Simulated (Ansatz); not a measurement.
This geometry of ClFH$_{8}$N$_{3}$OTa (15 atoms, charge 0, multiplicity 1) is a first-order saddle point.

The calculation used RKS PBE/def2-SVP (Ansatz 0.2.0).

```xyz
15
Properties=species:S:1:pos:R:3
Ta -0.409 -0.432 0.139
Cl 2.912 0.094 0.246
N -0.090 0.041 2.058
H 0.628 -0.424 2.626
H -0.162 1.025 2.351
N 0.453 -0.498 -1.663
H -0.030 -0.219 -2.528
H 1.473 -0.370 -1.764
F -1.214 1.281 -0.086
N -1.968 -1.625 0.072
H -2.537 -1.889 0.884
H -2.368 -2.016 -0.789
O 1.061 -1.880 0.713
H 1.173 -2.615 0.080
H 2.032 -1.162 0.581
```

(1) Which two structures does it join? (They come from a converged band through this point; their orientation in space is the band's.)

(2) How far does it lie above each of them?

## Answers

(1) Bonds broken: Ta1–Cl2, O13–H15. Bonds formed: Cl2–H15. ClFH8N3OTa becomes ClH + FH7N3OTa.

First end point:

```xyz
15
Properties=species:S:1:pos:R:3
Ta -0.022 -0.030 0.193
Cl 2.256 0.870 -0.090
N -0.127 -0.212 2.179
H 0.097 -1.021 2.766
H -0.482 0.559 2.759
N 0.359 -0.923 -1.634
H -0.198 -1.635 -2.117
H 1.099 -0.567 -2.249
F -0.746 1.714 0.029
N -1.700 -1.116 0.000
H -2.283 -1.406 0.791
H -2.112 -1.451 -0.877
O 1.328 -1.925 0.682
H 1.294 -2.086 -0.302
H 2.190 -1.461 0.787
```

Last end point:

```xyz
15
Properties=species:S:1:pos:R:3
Ta -0.522 -0.525 0.118
Cl 3.677 -0.613 0.551
N -0.065 0.222 1.922
H 0.750 -0.088 2.462
H -0.332 1.173 2.199
N 0.299 -0.105 -1.662
H 0.110 0.776 -2.152
H 1.200 -0.492 -1.964
F -1.557 1.073 -0.133
N -2.003 -1.849 0.088
H -2.573 -2.110 0.901
H -2.403 -2.262 -0.762
O 0.966 -1.828 0.388
H 0.906 -2.795 0.471
H 2.500 -1.267 0.492
```

(2) 13.7 kcal/mol above the first and 4.7 kcal/mol above the second. This is the barrier of this one path; another mechanism may lie lower. The orbitals stay closed-shell, which can raise the energy where a bond breaks towards radicals; this wasn't checked here.

The run took 4.3 min on 4 threads of Arm Neoverse V2 (shared host), peak memory 0.25 GiB.
